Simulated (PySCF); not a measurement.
A calculated (PBE0, PySCF 2.14, aug-cc-pVQZ-DK3, the spin-free X2C one-electron Hamiltonian (Gaussian nucleus)) atom or ion has these occupied shells.

```json
{"shell": "1s α", "electrons": "1", "orbital energy (eV)": "-33027.7", "rms radius, mean of both spins (bohr)": "0.0311"}
{"shell": "1s β", "electrons": "1", "orbital energy (eV)": "-33027.6", "rms radius, mean of both spins (bohr)": "0.0311"}
{"shell": "2s α", "electrons": "1", "orbital energy (eV)": "-5138.6", "rms radius, mean of both spins (bohr)": "0.127"}
{"shell": "2s β", "electrons": "1", "orbital energy (eV)": "-5138.6", "rms radius, mean of both spins (bohr)": "0.127"}
{"shell": "2p α", "electrons": "3", "orbital energy (eV)": "-4615.7", "rms radius, mean of both spins (bohr)": "0.113"}
{"shell": "2p β", "electrons": "3", "orbital energy (eV)": "-4615.6", "rms radius, mean of both spins (bohr)": "0.113"}
{"shell": "3s α", "electrons": "1", "orbital energy (eV)": "-1057.4", "rms radius, mean of both spins (bohr)": "0.335"}
{"shell": "3s β", "electrons": "1", "orbital energy (eV)": "-1057.2", "rms radius, mean of both spins (bohr)": "0.335"}
{"shell": "3p α", "electrons": "3", "orbital energy (eV)": "-886.36", "rms radius, mean of both spins (bohr)": "0.335"}
{"shell": "3p β", "electrons": "3", "orbital energy (eV)": "-886.24", "rms radius, mean of both spins (bohr)": "0.335"}
{"shell": "3d α", "electrons": "5", "orbital energy (eV)": "-628.46", "rms radius, mean of both spins (bohr)": "0.314"}
{"shell": "3d β", "electrons": "5", "orbital energy (eV)": "-628.37", "rms radius, mean of both spins (bohr)": "0.314"}
{"shell": "4s α", "electrons": "1", "orbital energy (eV)": "-199.54", "rms radius, mean of both spins (bohr)": "0.787"}
{"shell": "4s β", "electrons": "1", "orbital energy (eV)": "-199.16", "rms radius, mean of both spins (bohr)": "0.787"}
{"shell": "4p α", "electrons": "3", "orbital energy (eV)": "-145.14", "rms radius, mean of both spins (bohr)": "0.845"}
{"shell": "4p β", "electrons": "3", "orbital energy (eV)": "-144.84", "rms radius, mean of both spins (bohr)": "0.845"}
{"shell": "4d α", "electrons": "5", "orbital energy (eV)": "-64.761", "rms radius, mean of both spins (bohr)": "0.992"}
{"shell": "4d β", "electrons": "5", "orbital energy (eV)": "-64.362", "rms radius, mean of both spins (bohr)": "0.992"}
{"shell": "5s α", "electrons": "1", "orbital energy (eV)": "-29.987", "rms radius, mean of both spins (bohr)": "2.03"}
{"shell": "5p α", "electrons": "3", "orbital energy (eV)": "-17.979", "rms radius, mean of both spins (bohr)": "2.45"}
{"shell": "5p β", "electrons": "2", "orbital energy (eV)": "-16.017", "rms radius, mean of both spins (bohr)": "2.45"}
```

Name the element and its charge.

I⁺ (iodine, charge +1), in [Kr] 4d10 5s1 5p5, high-spin 3P determinant (an excited configuration).
